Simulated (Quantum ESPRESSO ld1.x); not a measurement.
The numbers below are computed, except where a source is named.
The mean radii <r> (bohr) of the occupied orbitals of an atom or ion are listed with their occupations. Code: ld1.x of Quantum ESPRESSO 7.5. Model: scalar-relativistic Kohn-Sham, PBE, spin-unpolarised, spherical densities, point nucleus.

| orbital | occ. | <r> |
|---|---|---|
| 1s | 2 | 0.03916 |
| 2s | 2 | 0.1725 |
| 2p | 6 | 0.1504 |
| 3s | 2 | 0.4920 |
| 3p | 6 | 0.4984 |
| 3d | 10 | 0.4982 |
| 4s | 2 | 1.352 |
| 4p | 6 | 1.550 |
| 7d | 1 | 20.22 |

Name the element and its charge.

Answer. Z = 38, strontium, charge +1: Sr+ in [Kr] 7d1. The 1s radius gives Z: for a bare nucleus <r> = (2 gamma + 1)/(2Z) with gamma = sqrt(1 - (Z/c)^2), 0.03844 bohr for Z = 38, and screening makes it slightly larger (0.03916 here). The occupations add up to 37, and the charge is Z minus that.
